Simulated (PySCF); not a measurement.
Compound: C₆H₁₀FO (doublet state).
Atom-mapped SMILES: `[CH2:1][CH2:2][C@@H:3]1[CH2:4][O:5][C@H:6]1[CH2:7][F:8]` (hydrogens: H9, H10 on C1; H11, H12 on C2; H13 on C3; H14, H15 on C4; H16 on C6; H17, H18 on C7)

Geometry (GFN2-xTB, Å), atoms numbered from 1 in this order:
```
atom  x, y, z in Å
C1     2.6463   -0.0847   -0.3275
C2     1.4145   -0.5575    0.3249
C3     0.1667    0.1304   -0.2268
C4    -0.0971    1.5674    0.2418
O5    -1.3459    1.1843    0.8302
C6    -1.1634   -0.1880    0.4775
C7    -2.3049   -0.7104   -0.3858
F8    -2.1149   -2.0423   -0.6568
H9     2.6643    0.0801   -1.3868
H10    3.5558    0.0312    0.2260
H11    1.2787   -1.6390    0.1538
H12    1.4755   -0.4116    1.4064
H13    0.1215    0.0081   -1.3097
H14   -0.2321    2.3183   -0.5401
H15    0.6012    1.9426    0.9944
H16   -1.0638   -0.8238    1.3667
H17   -3.2569   -0.6134    0.1450
H18   -2.3543   -0.1855   -1.3448
```

The hyperfine couplings belong to this conformer and change with its torsions.

Method: UKS B3LYP, pcH-1 on C F H O, non-relativistic, mean-field spin-orbit, GIAO in PySCF 2.14.0. The structure is a single GFN2-xTB conformer in the gas phase; no vibrational or solvent corrections. A GFN2-xTB geometry isn't a minimum of the functional, and hyperfine couplings can be far from their values at a DFT geometry. Stability of the SCF solution: not tested.

Match the computed a_iso(13C) values +88.7, +34.6, -33.8, -1.2 MHz with the sites C1; C2; C3; C4.

```csv
site,a_iso (MHz),ρ(0) (bohr⁻³),position,distance from C1 (Å),spin population,largest |T| (MHz)
C1,+88.7,+0.0789,largest spin population,0.00,+1.08,161.6
C2,-33.8,-0.0300,1 bond from C1,1.47,-0.09,2.4
C3,+34.6,+0.0308,2 bonds from C1,2.49,+0.02,5.9
C4,-1.2,-0.0011,3 bonds from C1,3.25,0.00,1.1
```

ρ(0) is the spin density at the nucleus and T the dipolar tensor; entries for several nuclei are means. The Mulliken spin populations are largest on C1 (+1.08), C2 (-0.09) and H11 (+0.06). C1 is the only atom above +0.15. The angles at C1 add up to 359.8°, so it is planar; its axial dipolar tensor and the negative couplings of its protons fit spin in a p orbital normal to that plane.

The spin density at the nucleus, in bohr⁻³, is negative for C2 (-0.0300), H9/H10 (-0.0141) and C4 (-0.0011), for instance. A restricted open-shell determinant has no negative spin density anywhere; here it arises because α and β orbitals differ (spin polarisation).

Class means assume fast exchange of nuclei equivalent by connectivity; if that motion is slow, each nucleus keeps its own coupling.

Time: 2.5 min of wall time (with the writing of density and orbital grids); peak memory 0.96 GiB. Hardware: one thread of an Arm Neoverse N1, no GPU, shared host with 64 logical CPUs at a one-minute load of 57.
